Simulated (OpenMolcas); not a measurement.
Nb4+ with 3 ligands (fluoride) in trigonal planar coordination (D3h). Ligand basis ANO-RCC-VDZP.

```json
{"Program": "OpenMolcas 26.06", "Method": "SS-CASPT2, IPEA 0.25 Eh, imaginary shift 0.1 Eh (closed shells correlated: 4s 4p and the ligand valence shells)", "Basis": "ANO-RCC-VTZP [7s6p4d2f1g]", "Scalar Hamiltonian": "DKH2, point nucleus", "Active space": "1 electron in 5 orbitals (4d)", "State averaging": "2S+1 = 2 even, 5 roots", "Spin-orbit coupling": "RASSI with atomic mean-field integrals over the reference wave functions"}
```

All ligands move together. At R = 1.8 Å the first state of the same spin is 6860 cm-1, and at R = 1.9 Å it is 5110 cm-1.

**Question.** A third run gives 7980 cm-1. What distance was it run at?

**Answer.** With a power law R^-n the two known points give n = -ln(5110 / 6860) / ln(1.9 / 1.8) = 5.45. Then R = 1.8 × (6860 / 7980)^(1/5.45) = 1.751 Å. The run was at 1.75 Å, so the estimate is off by +0.001 Å.

Roots that are degenerate in the reference are averaged as groups; the widest CASPT2 spread within a group is 240 cm-1 (the 2-fold group of multiplicity 2 near 33700 cm-1 above the lowest state of its run, R = 1.8). Shifts and gaps below about the spread of the groups concerned are not significant. Ligand-to-metal charge-transfer states are missing. The least metal-like active orbital is 68 % on the metal (Löwdin) and no ligand orbital is active, so the numbers are rough (holds for R = 1.75). The least metal-like active orbital is 70 % on the metal (Löwdin) and no ligand orbital is active, so the numbers are rough (holds for R = 1.8). The least metal-like active orbital is 75 % on the metal (Löwdin) and no ligand orbital is active, so the numbers are rough (holds for R = 1.9). No measured value stands beside these numbers; the geometry is a model, was not optimised and need not be the one that this ion takes.
